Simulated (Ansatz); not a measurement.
Two members of one family (AlAs nanocrystals, H-capped) that differ in charge, which shifts all levels, computed with Ansatz in the gas phase. Levels of anions in sets without diffuse functions are rough. The structures are stationary points that may keep the symmetry of their start.

First: Al7As7H20, cut from zinc blende (singlet, charge 0, PBE-D4/def2-SVP geometry).

Cartesian coordinates in Å:
```
Al -3.393 -0.280 1.960
Al 1.931 2.388 -2.573
Al -1.656 -0.124 -1.784
Al 0.032 1.979 1.433
Al 0.338 -1.528 3.602
Al 2.018 -1.356 -0.168
Al -1.371 -3.664 0.331
As 1.269 3.313 -0.356
As -1.991 1.115 0.320
As -1.700 -2.103 2.261
As -0.256 1.414 -3.262
As 3.058 0.303 -1.805
As -0.148 -1.974 -1.168
As 1.414 -0.025 1.817
H -4.658 -0.786 1.111
H -3.526 0.623 3.280
H 2.701 3.340 -3.598
H -2.944 -0.469 -2.661
H -0.158 3.000 2.643
H -0.018 -0.550 4.823
H 1.322 -2.788 3.744
H 3.117 -2.500 0.005
H -2.756 -3.974 -0.419
H -0.283 -4.795 0.668
H 0.539 4.618 -0.662
H 2.539 3.937 0.217
H -2.792 2.356 -0.071
H -2.437 -3.015 3.244
H -1.086 2.592 -3.765
H 0.000 0.770 -4.622
H 3.508 -0.405 -3.080
H 4.443 0.739 -1.334
H 0.204 -2.656 -2.489
H 2.740 0.504 2.360
```

| level | HOMO (eV) | LUMO (eV) | gap (eV) |
| --- | --- | --- | --- |
| PBE-D4/def2-SVP | -5.89 | -2.40 | 3.48 |
| BLYP-D4/def2-TZVP | -5.80 | -2.32 | 3.48 |
| r2SCAN-D4/def2-TZVP | -6.19 | -2.36 | 3.83 |
| PBE0-D4/def2-SVP | -6.93 | -1.70 | 5.23 |
| PBE0-D4/def2-TZVP | -6.96 | -1.76 | 5.20 |

Second: Al8As7H22⁻, cut from wurtzite, disc (singlet, charge -1, PBE-D4/def2-SVP geometry).

Cartesian coordinates in Å:
```
As -3.774 1.827 0.939
Al -2.467 2.610 2.993
Al -2.780 0.337 -0.836
As -0.488 1.243 -1.183
As -0.662 0.907 2.716
Al 0.827 1.725 0.911
Al 0.628 -0.238 -2.843
As 2.965 0.688 -3.034
As 2.850 0.318 0.646
Al 4.317 1.474 -1.012
As -2.314 -1.754 0.386
Al -1.557 -1.449 2.780
Al -1.261 -3.446 -1.153
As 0.951 -2.304 -1.535
Al 2.736 -2.169 0.248
H -4.441 3.020 0.252
H -5.066 1.128 1.363
H -1.994 4.102 2.607
H -3.397 2.367 4.282
H -3.700 0.298 -2.147
H -0.679 2.584 -1.889
H 0.202 1.065 3.968
H 1.149 3.293 1.013
H -0.090 -0.311 -4.275
H 2.975 1.762 -4.124
H 3.742 -0.366 -3.823
H 3.571 0.501 1.983
H 4.129 3.075 -1.016
H 5.789 0.834 -1.133
H -3.742 -2.281 0.545
H -2.905 -1.404 3.664
H -0.381 -2.478 3.132
H -2.078 -3.436 -2.544
H -1.037 -4.835 -0.376
H 1.604 -3.182 -2.606
H 2.261 -2.922 1.581
H 4.116 -2.579 -0.481
```

Task: Estimate the same table for the second.

Result: 
```
              level  HOMO (eV)  LUMO (eV)  gap (eV)
    PBE-D4/def2-SVP      -3.28       0.65      3.93
  BLYP-D4/def2-TZVP      -3.19       0.71      3.90
r2SCAN-D4/def2-TZVP      -3.59       0.67      4.26
   PBE0-D4/def2-SVP      -4.30       1.33      5.63
  PBE0-D4/def2-TZVP      -4.32       1.22      5.54
```
